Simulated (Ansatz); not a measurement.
(NaF)3 ring (Na₃F₃). Charge 0, multiplicity 1. Geometry PBE-D4/def2-SVP.

```xyz
6

Na   -0.6662   -0.3569   -1.8590
F    -0.8710   -1.8169   -0.4538
Na   -0.1805   -1.4081    1.4181
F     0.6859    0.3673    1.9134
Na    0.8466    1.7650    0.4408
F     0.1853    1.4496   -1.4595
```

Problem. Estimate the orbital energies around the gap (eV) in Ansatz with PBE-D4/def2-SVP, PBE-D4/def2-TZVP, BLYP-D4/def2-TZVP, r2SCAN-D4/def2-TZVP, PBE0-D4/def2-SVP.

Solution. 
```
orbital  PBE-D4/def2-SVP  PBE-D4/def2-TZVP  BLYP-D4/def2-TZVP  r2SCAN-D4/def2-TZVP  PBE0-D4/def2-SVP
HOMO−13           -26.96            -26.96             -26.97               -27.96            -30.40
HOMO−12           -26.87            -26.86             -26.88               -27.84            -30.31
HOMO−11           -23.72            -24.56             -24.44               -26.03            -27.08
HOMO−10           -23.56            -24.37             -24.25               -25.80            -26.91
 HOMO−9           -23.56            -24.37             -24.25               -25.80            -26.91
 HOMO−8            -6.41             -6.68              -6.66                -6.99             -8.26
 HOMO−7            -6.41             -6.68              -6.66                -6.99             -8.26
 HOMO−6            -6.14             -6.49              -6.47                -6.83             -8.05
 HOMO−5            -6.10             -6.43              -6.40                -6.75             -7.97
 HOMO−4            -5.95             -6.29              -6.28                -6.63             -7.81
 HOMO−3            -5.88             -6.21              -6.19                -6.56             -7.75
 HOMO−2            -5.88             -6.21              -6.19                -6.56             -7.75
 HOMO−1            -5.80             -6.17              -6.15                -6.52             -7.71
   HOMO            -5.80             -6.17              -6.15                -6.52             -7.71
   LUMO            -1.07             -1.09              -1.13                -0.44             -0.46
 LUMO+1            -0.44             -0.44              -0.50                 0.15              0.09
 LUMO+2            -0.44             -0.44              -0.50                 0.15              0.09
 LUMO+3             0.83              0.33               0.36                 0.83              1.46
 LUMO+4             1.68              1.09               1.08                 1.52              2.29
 LUMO+5             1.69              1.09               1.08                 1.58              2.29
```
